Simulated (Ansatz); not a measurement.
Geometry optimisation, RKS BHLYP-D4/6-31G* in Ansatz 0.2.0.

Input file:

```yaml
crystal:
  periodic: [false, false, false]
  atoms:
    - { symbol: Si, position_ang: [-0.601162, 0.048223, -0.547927] }
    - { symbol: Cl, position_ang: [0.436405, 1.274308, 2.384684] }
    - { symbol: Si, position_ang: [1.68719, -0.382166, -0.270807] }
    - { symbol: H, position_ang: [1.914711, -1.382609, 0.796711] }
    - { symbol: H, position_ang: [2.195818, -0.929962, -1.550351] }
    - { symbol: H, position_ang: [2.442764, 0.846299, 0.047063] }
    - { symbol: Si, position_ang: [-1.218185, 2.288319, -0.859536] }
    - { symbol: H, position_ang: [-2.655313, 2.333263, -1.206946] }
    - { symbol: H, position_ang: [-0.987105, 3.139596, 0.320246] }
    - { symbol: H, position_ang: [-0.444909, 2.822668, -2.000476] }
    - { symbol: F, position_ang: [-0.995684, -0.641776, -1.969492] }
    - { symbol: P, position_ang: [-1.831986, -0.915979, 1.009609] }
    - { symbol: H, position_ang: [-3.034148, -0.959276, 0.279796] }
    - { symbol: H, position_ang: [-1.457094, -2.247989, 0.750129] }
    - { symbol: H, position_ang: [-0.613802, 0.56738, 2.791397] }
basis:
  gaussian: { orbitals: "6-31G*" }
hamiltonian:
  xc: { name: BHLYP }
  dispersion: d4
relax:
  f_tol: 0.03
  max_steps: 50
```

Run as:

```bash
$ ansatz run input.yaml --threads 4 --pin off --max-ram 5120MiB --backend cpu --events-out ev --progress --plain --runs-dir out
```

Q: Where does it end, and by what steps?

A: The forces met the threshold. After 8 steps the energy has fallen by 0.175 eV; Cl2 moved furthest, 0.61 Å.

| step | energy less start (eV) | largest force component (eV/Å) | accepted |
| --- | --- | --- | --- |
| 0 | 0.0000 | 1.047 | yes |
| 1 | -0.1011 | 0.806 | yes |
| 2 | -0.1338 | 0.706 | yes |
| 3 | -0.0920 | 1.425 | no |
| 4 | -0.1616 | 0.306 | yes |
| 5 | -0.1689 | 0.185 | yes |
| 6 | -0.1658 | 0.288 | no |
| 7 | -0.1736 | 0.074 | yes |
| 8 | -0.1747 | 0.026 | yes |

```xyz
15
Properties=species:S:1:pos:R:3
Si -0.621 -0.010 -0.753
Cl 0.478 1.269 2.996
Si 1.665 -0.346 -0.333
H 1.850 -1.296 0.783
H 2.289 -0.902 -1.552
H 2.311 0.935 0.005
Si -1.215 2.242 -0.972
H -2.656 2.365 -1.276
H -0.927 2.930 0.301
H -0.438 2.875 -2.057
F -1.016 -0.782 -2.121
P -1.770 -0.860 0.993
H -3.066 -0.835 0.447
H -1.522 -2.224 0.757
H -0.525 0.499 2.755
```

Time of the run: 40 s on 4 threads of Arm Neoverse V1 (shared host), peak memory 0.38 GiB.
